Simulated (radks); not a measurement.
Results of a calculation; reference values are marked as such.
Valence configurations of Xe II (all share [Kr]). Code: a radial shooting solver on a logarithmic mesh with Libxc functionals. Model: scalar-relativistic Kohn-Sham, PBEsol, spin-polarised, spherical densities, point nucleus; open shells are filled with parallel spins first (spin-orbit coupling, left out, can overturn this in heavy ions). Energies are relative to 4d10 5s2 5p5; eigenvalues in eV for spin up.

| valence | E (eV) | moment (Bohr magnetons) | e(4d) | e(5p) | e(5s) |
|---|---|---|---|---|---|
| 4d10 5s2 5p5 | 0.000 | 1 | -69.399 | -17.351 | -29.444 |
| 4d10 5s1.5 5p5.5 | 6.062 | 1 | -70.087 | -17.642 | -29.851 |
| 4d10 5s1 5p6 | 12.142 | 1 | -70.770 | -17.932 | -30.256 |
| 4d9.5 5s2 5p5.5 | 26.901 | 1 | -73.132 | -17.933 | -30.420 |
| 4d9 5s2 5p6 | 55.010 | 1 | -76.862 | -18.505 | -31.376 |

NIST lists [Kr] 4d10 5s2 5p5 as the ground configuration; this level of theory agrees among the configurations tried. The energies are those of spherical high-spin densities, not of single terms.
